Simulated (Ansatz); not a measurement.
Geometry optimisation, RKS PBE/def2-SVP in Ansatz 0.2.0.

input.yaml

```yaml
crystal:
  periodic: [false, false, false]
  atoms:
    - { symbol: Ti, position_ang: [-0.009102, -0.394485, -0.433788] }
    - { symbol: Cl, position_ang: [0.929242, 0.342124, 2.929746] }
    - { symbol: F, position_ang: [1.545497, 0.372177, -0.59533] }
    - { symbol: F, position_ang: [-1.215671, 0.72463, 0.133636] }
    - { symbol: Cl, position_ang: [-0.620462, -1.102492, -2.420356] }
    - { symbol: O, position_ang: [0.071745, -1.922502, 0.640723] }
    - { symbol: Si, position_ang: [-0.087537, -3.612245, 0.589899] }
    - { symbol: H, position_ang: [1.079621, -4.207119, -0.144499] }
    - { symbol: H, position_ang: [-0.103367, -4.104915, 2.008691] }
    - { symbol: H, position_ang: [-1.371814, -3.976837, -0.098211] }
    - { symbol: H, position_ang: [0.637848, -0.894638, 2.509089] }
basis:
  gaussian: { orbitals: def2-SVP }
hamiltonian:
  xc: pbe
relax:
  f_tol: 0.03
  max_steps: 50
```

Run as:

```bash
$ ansatz run input.yaml --threads 4 --pin off --max-ram 5120MiB --backend cpu --events-out ev --progress --plain --runs-dir out
```

Task: Where does it end, and by what steps?

Result: It converged. After 9 steps the energy has fallen by 0.090 eV; H11 moved furthest, 0.22 Å.

```
step  energy less start (eV)  largest force component (eV/Å)  accepted
   0                  0.0000                           1.296       yes
   1                 -0.0722                           0.448       yes
   2                 -0.0675                           0.617        no
   3                 -0.0670                           0.435        no
   4                 -0.0855                           0.071       yes
   5                 -0.0870                           0.100       yes
   6                 -0.0879                           0.084       yes
   7                 -0.0892                           0.041       yes
   8                 -0.0896                           0.040       yes
   9                 -0.0897                           0.028       yes
```

```xyz
11
Properties=species:S:1:pos:R:3
Ti -0.006 -0.395 -0.430
Cl 0.897 0.133 2.954
F 1.556 0.368 -0.558
F -1.224 0.716 0.139
Cl -0.593 -1.116 -2.426
O 0.069 -1.861 0.605
Si -0.077 -3.564 0.621
H 1.074 -4.159 -0.134
H -0.041 -3.994 2.059
H -1.382 -3.946 -0.012
H 0.583 -0.956 2.303
```

Whether the end is a true minimum wasn't checked by a vibrational analysis.

Time of the run: 19 s on 4 threads of Intel(R) Xeon(R) Platinum 8488C (Sapphire Rapids) (shared host), peak memory 0.26 GiB.
